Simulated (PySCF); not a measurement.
**Adding and removing an electron: HgB**

PBE0; Hg def2-SVPD with ECP60, B def2-SVPD; scalar-relativistic core potentials (PySCF 2.14). Neutral (UKS): doublet (π ↑), Re = 2.384 Å, ωe = 253 cm⁻¹, De = 0.35 eV, HOMO -5.11 eV, LUMO -2.53 eV.

HgB⁺ (UKS): singlet (closed shell), Re = 2.368 Å, ωe = 320 cm⁻¹, De = 1.73 eV to Hg + B⁺. The energies at the minima are -178.11284 hartree for HgB and -177.84249 for HgB⁺.

Problem. Work out the adiabatic ionisation energy, without and with harmonic zero-point energies (1 hartree = 27.2114 eV, 1 eV = 8065.5 cm⁻¹), and the change of the bond length.

Solution. At PBE0: 0.27035 hartree = 7.357 eV between the minima; the zero-point term (320.0 − 253.0)/2 cm⁻¹ = +0.004 eV makes it 7.361 eV. Re changes by -1.6 pm against the neutral. The electron leaves a π orbital, and the small change of length marks it as nearly non-bonding.

Weak bonds: HgB. Basis-set superposition, not corrected here, can be much of De in a small basis, most of all at correlated wavefunction levels. These are scalar-relativistic numbers at best; spin–orbit coupling would shift them, the dissociation energy most. For an ion De counts to the pair picked by the measured ionisation energies or electron affinities, which need not be the lowest pair at this level. States were picked by a PBE0 search and need not be the measured ground states.
